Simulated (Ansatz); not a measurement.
Relaxation of ClF$_{2}$H$_{5}$HfN$_{2}$ (11 atoms, charge 0, multiplicity 1), to a largest force component of 0.03 eV/Å in at most 50 steps.

These are results of RHF/def2-SVP in Ansatz 0.2.0, not measurements.

```xyz
11
Properties=species:S:1:pos:R:3
Hf 0.146 -0.004 -0.030
Cl 0.226 -0.023 2.469
N 2.021 -0.079 -0.798
H 2.671 -0.845 -0.726
H 2.472 0.675 -1.291
F -0.575 1.657 -0.677
N -0.791 -1.657 -0.753
H -1.738 -1.910 -0.519
H -0.440 -2.303 -1.439
F -2.715 -0.102 1.340
H -2.324 -0.068 2.163
```

Question: Where does it end, and by what steps?

Answer: It converged. After 9 steps the energy has fallen by 0.146 eV; F10 moved furthest, 0.51 Å. Joined: Hf1–F10 (3.17 → 2.52 Å).

| step | energy less start (eV) | largest force component (eV/Å) | accepted |
| --- | --- | --- | --- |
| 0 | 0.0000 | 0.693 | yes |
| 1 | -0.0351 | 1.040 | yes |
| 2 | -0.1024 | 0.671 | yes |
| 3 | -0.1198 | 1.104 | yes |
| 4 | -0.1402 | 0.131 | yes |
| 5 | -0.1397 | 0.360 | no |
| 6 | -0.1437 | 0.065 | yes |
| 7 | -0.1451 | 0.053 | yes |
| 8 | -0.1455 | 0.036 | yes |
| 9 | -0.1458 | 0.030 | yes |

```xyz
11
Properties=species:S:1:pos:R:3
Hf 0.001 -0.033 0.061
Cl 0.321 -0.169 2.502
N 1.876 -0.062 -0.718
H 2.590 -0.749 -0.545
H 2.263 0.656 -1.308
F -0.643 1.652 -0.623
N -0.843 -1.708 -0.749
H -1.782 -2.033 -0.597
H -0.403 -2.307 -1.426
F -2.283 0.052 1.120
H -2.145 0.040 2.022
```

Whether the end is a true minimum wasn't checked by a vibrational analysis.

The run took 31 s on 2 threads of Arm Neoverse V1, on a shared host, peak memory 0.32 GiB.
